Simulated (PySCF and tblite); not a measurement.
The numbers below are computed, except where a source is named.
4 regioisomers of C₇H₆O₂S₂:

```
isomer                                                                SMILES
     A  [CH3:1][O:2][c:3]1[cH:4][s:5][c:6]2[cH:7][c:8]([OH:9])[s:10][c:11]12
     B  [CH3:1][O:2][c:3]1[cH:4][c:5]2[s:6][c:7]([OH:8])[cH:9][c:10]2[s:11]1
     C  [CH3:1][O:2][c:3]1[cH:4][s:5][c:6]2[c:7]([OH:8])[cH:9][s:10][c:11]12
     D  [CH3:1][O:2][c:3]1[cH:4][c:5]2[s:6][cH:7][c:8]([OH:9])[c:10]2[s:11]1
```

Each isomer is a Boltzmann average at 298.15 K over at most 4 conformers: GFN2-xTB geometries, energies CAM-B3LYP/6-31G* (D3(BJ) added where defined), GFN2-xTB thermal terms. Programs: PySCF with density fitting and tblite.

Problem. Rank the isomers by free energy at 298.15 K.

Solution. 
| isomer | ΔG (kcal/mol) | ΔE, lowest conformer | conformers | largest weight % | rms dipole (D) |
| --- | --- | --- | --- | --- | --- |
| C | 0.0 | 0.0 | 3 | 84 | 1.18 |
| D | 1.2 | 1.4 | 4 | 81 | 1.69 |
| A | 1.2 | 1.5 | 3 | 78 | 1.43 |
| B | 3.7 | 4.1 | 4 | 75 | 1.38 |
